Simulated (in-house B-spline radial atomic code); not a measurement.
S II (S+) is squeezed into an impenetrable sphere of radius R (the orbitals vanish at R). No spin polarisation. Method: non-relativistic LDA VWN5, spherical fractional occupations, point nucleus. Calculated with a radial B-spline atomic code at the basis-set limit.

Energies in eV above the free ion in [Ne] 3s2 3p3:

| R (bohr) | highest level (eV) | [Ne] 3s2 3p3 | [He] 2s2 2p5 3s2 3p3 3d1 | [Ne] 3s1 3p3 3d1 | -dE/dV in [Ne] 3s2 3p3 (GPa) |
| --- | --- | --- | --- | --- | --- |
| 7.1 | -16.9 | 0.006811 | 176.9 | 24.27 | 0.0231 |
| 5.7 | -16.7 | 0.1065 | 177.3 | 24.78 | 0.546 |
| 5.46 | -16.7 | 0.1693 | 177.4 | 24.98 | 0.943 |
| 4.07 | -14.9 | 2.419 | 180.4 | 28.96 | 24 |
| 3.4 | -11.6 | 8.716 | 187.3 | 37.24 | 125 |
| 3.08 | -8.3 | 16.18 | 195.3 | 46.1 | 285 |
| 2.52 | 3.35 | 48.95 | 230.1 | 81.83 | 1340 |
| 2.07 | 25.7 | 124.6 | 311 | 158.6 | 5380 |
| 1.87 | 44 | 193.3 | 384.8 | 225.6 | 10700 |
| 1.23 | 217 | 956.6 | 1204 | 931.3 | 155000 |

Does [He] 2s2 2p5 3s2 3p3 3d1 fall below [Ne] 3s2 3p3 under compression?

No, it stays above over the whole range.

Does [Ne] 3s1 3p3 3d1 fall below [Ne] 3s2 3p3 under compression?

Yes, between R = 1.87 and 1.23 bohr the order changes (near 1.51 bohr by linear interpolation).

The highest level is first positive in the row R = 2.52 bohr, pushed up by confinement above the zero of the free ion's potential. Each configuration is held fixed and needn't be the lowest in the sphere.
